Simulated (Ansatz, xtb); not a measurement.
**Two isomers of C3H9AlO**

We compare X, `C[CH](C)[AlH][OH]`, a singlet, with Y, `CC[O][AlH][CH3]`, a singlet. Both are isolated molecules in the gas phase, relaxed with PBE0-D3(BJ)/def2-SVP; the shapes shown needn't be the lowest conformers.

X (Å):

```xyz
14

C    -1.3055    0.8651   -1.5369
C    -0.5704   -0.2777   -0.8364
C     0.7789    0.1678   -0.2667
Al   -1.6690   -1.2089    0.4996
O    -3.3614   -0.9829    0.4206
H    -2.2615    0.5392   -1.9745
H    -1.5383    1.6847   -0.8365
H    -0.6953    1.3010   -2.3486
H    -0.3641   -1.0623   -1.5947
H     0.6580    0.9561    0.4963
H     1.3307   -0.6601    0.2080
H     1.4325    0.5872   -1.0525
H    -1.0716   -2.1733    1.6199
H    -4.0045   -1.3936    1.0005
```

Y (Å):

| atom | x (Å) | y (Å) | z (Å) |
| --- | --- | --- | --- |
| C | -2.5387 | -0.4857 | -0.0417 |
| C | -1.1330 | -0.1273 | -0.4801 |
| C | 0.3914 | 3.6871 | 1.3802 |
| Al | -0.2131 | 2.5804 | -0.0992 |
| O | -0.6431 | 0.9648 | 0.2345 |
| H | -2.9036 | -1.3770 | -0.5756 |
| H | -2.5621 | -0.6928 | 1.0389 |
| H | -3.2341 | 0.3443 | -0.2434 |
| H | -1.1241 | 0.0671 | -1.5719 |
| H | -0.4654 | -0.9934 | -0.3129 |
| H | -0.3308 | 3.0769 | -1.6071 |
| H | 0.3893 | 3.1360 | 2.3331 |
| H | 1.4143 | 4.0611 | 1.2047 |
| H | -0.2495 | 4.5772 | 1.4991 |

Task: Which of the two would you expect CCSD(T)/def2-SVP + ΔMP2/def2-TZVPP electronic energies to favour?

Result: Structure X; the calculation gives E(Y) − E(X) = +0.199 eV.

The same difference at several levels:

```tsv
level	geometry	E(Y) − E(X) (eV)	departure from the last row (eV)	job, with rough time for the two
GFN2-xTB	GFN2-xTB	−0.057	−0.255	optimisation, 1.1 s
HF/STO-3G	GFN2-xTB	−0.584	−0.782	single point, 1.7 s
r2SCAN-D4/def2-SVP	GFN2-xTB	−0.007	−0.206	single point, 11 s
PBE0-D3(BJ)/def2-SVP	PBE0-D3(BJ)/def2-SVP	+0.089	−0.110	optimisation, 9.4 min
HF/def2-SVP	PBE0-D3(BJ)/def2-SVP	−0.056	−0.255	part of the CCSD(T) run
MP2/def2-SVP	PBE0-D3(BJ)/def2-SVP	+0.174	−0.025	part of the CCSD(T) run
CCSD(T)/def2-SVP	PBE0-D3(BJ)/def2-SVP	+0.112	−0.086	single point
CCSD(T)/def2-SVP + ΔMP2/def2-TZVPP	PBE0-D3(BJ)/def2-SVP	+0.199		single point, 1.7 min
```

As drawn, Y has 1 C–O, 1 C–H in place of 1 C–C, 1 O–H.

GFN2-xTB, HF/STO-3G, HF/def2-SVP put the two in the other order. r2SCAN-D4/def2-SVP finds them nearly level. The largest departure from CCSD(T)/def2-SVP + ΔMP2/def2-TZVPP is that of HF/STO-3G, 0.782 eV. The last row adds to CCSD(T) the change of the MP2 difference between the two basis sets, here +0.086 eV.

With harmonic frequencies from PBE0-D3(BJ)/def2-SVP (ideal gas, rigid rotor, one conformer each, 298.15 K, 1 atm): on the last row, ΔE + ΔZPE = +0.189 eV. A mode under 50 cm⁻¹ makes harmonic enthalpies and free energies unreliable, so none is given.

The correlated steps freeze 9 core orbitals. Programs: Ansatz 0.2.0, xtb 6.7.1; the last row on 2 threads of Intel(R) Xeon(R) Processor @ 2.50GHz (Skylake/Cascade Lake) on a shared host.
